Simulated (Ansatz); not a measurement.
`[F][Sn]([Cl])[SeH]` radical. Total charge 0; spin multiplicity 2. Sn: def2 effective core potential. Geometry: relaxed with PBE0-D4/def2-TZVP. It is one conformer, not always the lowest.

```xyz
5

F    -1.872   -0.447    0.156
Sn   -0.176    0.109    0.881
Cl   -0.354    2.432    1.090
Se    1.566   -0.425   -0.919
H     0.836   -1.669   -1.207
```

Q: What is the dipole moment at r2SCAN/def2-TZVPP? (An estimate is asked.)

A: The calculation gave: 2.70 D, with components (1.94, -1.77, 0.66) D in this frame, pointing from negative to positive charge.

Q: And with PBE, B3LYP, ωB97M-V? (Estimate.)

A: The calculation gave: PBE 2.61 D, B3LYP 2.82 D, ωB97M-V 2.82 D.

Q: Give the Mulliken charges with r2SCAN, PBE, B3LYP in def2-TZVPP. (Best estimate.)

A: Ansatz gave: 
```csv
atom,r2SCAN,PBE,B3LYP
F1,-0.46,-0.42,-0.47
Sn2,0.92,0.85,0.93
Cl3,-0.35,-0.32,-0.35
Se4,-0.21,-0.20,-0.20
H5,0.10,0.09,0.08
```

B3LYP here is the variant with VWN-RPA as its local correlation; programs differ in this.
